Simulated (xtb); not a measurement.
boroxine (B3H3O3), SMILES B1OBOBO1. All values are semi-empirical tight-binding results from xtb (GFN2-xTB unless named), good for trends rather than for accurate numbers. Geometry: GFN2-xTB.

Optimised geometry:

```xyz
9

B     -1.3610     0.0000     0.0000
O     -0.6796    -1.1772     0.0000
B      0.6805    -1.1787     0.0000
O      1.3593     0.0000     0.0000
B      0.6805     1.1787     0.0000
O     -0.6796     1.1772     0.0000
H     -2.5309     0.0000     0.0000
H      1.2655    -2.1918     0.0000
H      1.2655     2.1918     0.0000
```
Charge 0, spin multiplicity 1.

```
Property                                         Result
----------------------------------------  -------------
point group as xtb finds it                         D3h
orbital gap                                     5.69 eV
dipole moment                                    0.00 D
zero-point energy                         32.6 kcal/mol
G − E(el) at 298.15 K (modified RRHO)     16.0 kcal/mol
static polarisability (D4 model)             48.3 bohr³
solvation energy, GFN2-xTB/ALPB(water)    -0.4 kcal/mol
solvation energy, GFN2-xTB/ALPB(acetone)  -5.1 kcal/mol
```

Give the IR lines (harmonic; lines under 4 % of the strongest left out, lines within 3 cm⁻¹ merged). (The exact figures need the calculation; the answer reports its results.)

ν (cm⁻¹): 775 (m), 1282 (vs), 2647 (m) (against the strongest line: vs over 80 %, s over 45 %, m over 15 %, w over 4 %, vw less)

Computed atomic charges and the Wiberg bond orders between heavy atoms:
charges (e) B1 0.43, O2 -0.37, B3 0.43, O4 -0.37, B5 0.43, O6 -0.37, H7 -0.07, H8 -0.07, H9 -0.07. Bond orders B1–O2 1.14, O2–B3 1.14, B3–O4 1.14, O4–B5 1.14, B1–O6 1.14, B5–O6 1.14.
